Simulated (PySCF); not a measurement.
C2H2BF2N, SMILES F[C@@H]1N=CB1F. Heavy atoms are numbered as in [F:1][B:2]1[CH:3]=[N:4][C@H:5]1[F:6]. Hydrogens are named by the atom that carries them.

Geometry optimised at PBE0-D3(BJ)/def2-SVP. The structure was generated by enumeration; whether it is a known compound was not checked.

Computed with PBE/pcSseg-1 (PySCF).

GIAO shieldings, no solvent; atoms alike by connectivity are averaged. δ = σ(ref) − σ: ¹⁹F against CFCl3 (σ = 133.6 ppm); ¹¹B against BF3 (σ = 83.9 ppm); ¹³C against TMS (σ = 182.0 ppm); ¹⁵N against NH3 (σ = 267.0 ppm); ¹H against TMS (σ = 31.49 ppm), references at their B3LYP-D3(BJ)/def2-TZVP geometries, non-relativistic.

Estimate the chemical shifts. (Estimate from the structure and the level; the computed values follow.)


```
nucleus    atoms  count  δ (ppm)
-------  -------  -----  -------
¹⁹F           F1      1   -124.0
¹⁹F           F6      1   -186.8
¹¹B           B2      1     10.8
¹³C      C3 (CH)      1    199.0
¹³C      C5 (CH)      1    116.0
¹⁵N           N4      1    519.0
¹H       H on C3      1     9.36
¹H       H on C5      1     6.32
```
